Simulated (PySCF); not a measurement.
**Frontier levels across methods**

Species: C3H8BFS.
SMILES with atom numbers: `[F:1][CH2:2][S@@+:3]1[BH2-:4][CH2:5][CH2:6]1` (hydrogens: H7, H8 on C2; H9, H10 on B4; H11, H12 on C5; H13, H14 on C6)

Cartesian coordinates in Å at the PBE0-D3(BJ)/def2-SVP level; atoms count from 1:
```
atom  x, y, z in Å
F1     2.643    0.953    0.321
C2     1.900   -0.165    0.517
S3     0.938   -0.578   -0.961
B4    -0.791   -1.381    0.033
C5    -1.245    0.168    0.211
C6    -0.342    0.745   -0.872
H7     1.215   -0.015    1.365
H8     2.552   -1.032    0.707
H9    -0.390   -2.046    0.969
H10   -1.314   -1.997   -0.877
H11   -2.311    0.373    0.029
H12   -0.998    0.591    1.197
H13    0.134    1.725   -0.715
H14   -0.806    0.737   -1.869
```

Basis pcSseg-1 throughout (PySCF), one geometry. One conformer (not necessarily the lowest) at the PBE0-D3(BJ)/def2-SVP geometry, without solvent, vibrations or thermal averaging.

Task: How do the orbital energies, the gap and the dipole change with the method?

Result: 
```csv
method,kind,HOMO (eV),LUMO (eV),gap (eV),μ (D),SCF cycles
BLYP,GGA,-6.71,-0.92,5.79,1.50,14
OPBE,GGA,-6.78,-0.98,5.81,1.62,15
PBE,GGA,-6.83,-1.08,5.74,1.55,14
B97-D,GGA,-6.83,-0.93,5.90,1.46,14
KT2,GGA,-6.91,-1.16,5.75,1.44,14
KT3,GGA,-6.93,-1.11,5.82,1.49,14
LDA,LDA,-6.93,-1.30,5.64,1.48,13
BP86,GGA,-6.94,-1.15,5.78,1.51,14
B97-2,global hybrid,-7.89,-0.11,7.79,1.38,12
B3LYP,global hybrid,-7.90,-0.29,7.62,1.37,13
PBE0,global hybrid,-8.14,-0.08,8.06,1.40,12
mPW1PW91,global hybrid,-8.17,-0.07,8.09,1.37,12
BHandHLYP,global hybrid,-9.23,1.03,10.26,1.21,12
CAM-B3LYP,range-separated hybrid,-9.45,1.08,10.53,1.32,12
wB97X-D,range-separated hybrid,-9.99,1.74,11.73,1.34,13
LC-wPBE,range-separated hybrid,-10.83,2.26,13.09,1.37,13
HF,Hartree–Fock,-10.94,3.67,14.60,1.10,11
```

The HOMO spans 4.22 eV, from BLYP down to HF, and the gap runs from 5.64 eV (LDA) to 14.60 eV (HF). Over the methods BLYP (0 %), OPBE (0 %), PBE (0 %), B97-D (0 %), KT2 (0 %), KT3 (0 %), LDA (0 %), BP86 (0 %), B97-2 (21 %), B3LYP (20 %), PBE0 (25 %), mPW1PW91 (25 %), BHandHLYP (50 %), HF (100 %), a straight line through the gap against the share of exact exchange rises by 0.89 eV for each 10 % (correlation coefficient 1.000). The dipole ranges from 1.10 D (HF) to 1.62 D (OPBE). This basis has no diffuse functions.
